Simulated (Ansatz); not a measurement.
`[CH3][GaH][CH2]Cl`. The species carries charge 0 and has multiplicity 1. Geometry: relaxed with PBE0-D4/def2-TZVP. It is one conformer, not always the lowest.

```xyz
10

C     0.385    0.776    1.481
Ga    0.115    0.632   -0.457
C    -0.138   -1.178   -1.232
Cl   -1.935   -1.123   -0.951
H    -0.060    1.686    1.886
H     1.457    0.804    1.700
H    -0.038   -0.088    1.997
H    -0.029    1.843   -1.443
H     0.007   -1.316   -2.300
H     0.238   -2.037   -0.680
```

What is the dipole moment at r2SCAN/def2-TZVPP? (An estimate is asked.)

Ansatz gave: 1.75 D, with components (1.69, -0.39, 0.25) D in this frame, pointing from negative to positive charge.

And with PBE, B3LYP, ωB97M-V? (Best estimate.)

Ansatz gave: PBE 1.63 D, B3LYP 1.75 D, ωB97M-V 1.78 D.

Give the Mulliken charges with r2SCAN, ωB97M-V, PBE in def2-TZVPP. (An estimate is asked.)

The calculation gave: 
```
atom  r2SCAN  ωB97M-V    PBE
  C1   -0.30    -0.47  -0.36
 Ga2    0.29     0.32   0.23
  C3   -0.19    -0.36  -0.25
 Cl4   -0.17    -0.13  -0.15
  H5    0.08     0.12   0.10
  H6    0.06     0.11   0.09
  H7    0.07     0.12   0.10
  H8   -0.06    -0.03  -0.05
  H9    0.11     0.16   0.14
 H10    0.11     0.16   0.14
```

B3LYP here is the variant with VWN-RPA as its local correlation; programs differ in this.
